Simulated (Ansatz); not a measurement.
Reaction (cleavage of the Si–Sn bond): `[SiH3][Sn]([SiH3])([Cl])[Cl]` + `CCBO` → `CCBO[SiH3]` + `[SiH3][SnH]([Cl])[Cl]`

Program: Ansatz. Geometries: PBE0-D4/def2-TZVP. ΔE: electronic, gas phase. CCSD(T)/CBS is the MP2 limit (def2-TZVPP, def2-QZVPP) plus CCSD(T) − MP2 in def2-TZVPP, frozen cores. DFT in def2-TZVPP. HSE06 is defined as in plane-wave codes. Elements past krypton have def2 core potentials. For Sn outer-core shells are correlated without core-valence functions, which leaves a few kJ/mol of doubt a bond. Each species was taken in one conformer, which may not be the lowest.

Problem. Is it downhill or uphill in electronic energy at CCSD(T)/CBS, and by how much? (Best estimate.)

Solution. Ansatz gave: Downhill: ΔE = -45.6 kJ/mol.

Problem. What do these levels give: r2SCAN0-D4, HSE06-D4, BHLYP-D4, CAM-B3LYP-D4, ωB97X-V, CCSD/def2-SVP? (An estimate is asked.)

Solution. Computed: r2SCAN0-D4 -44.8, HSE06-D4 -31.1, BHLYP-D4 -53.5, CAM-B3LYP-D4 -53.8, ωB97X-V -48.5, CCSD/def2-SVP -39.7 kJ/mol.

Largest T1 diagnostic among the species: 0.012.

At CCSD(T), def2-SVP lies +8.5 kJ/mol from the extrapolated value and def2-TZVPP −2.9 kJ/mol. Leaving LDA and LC-ωPBE aside and taking each functional with its dispersion term where it has one, the values, not all of them listed here, spread over 31.4 kJ/mol, from B97M-V to PBE-D4. LDA lies −3.6 kJ/mol from PBE without D4.
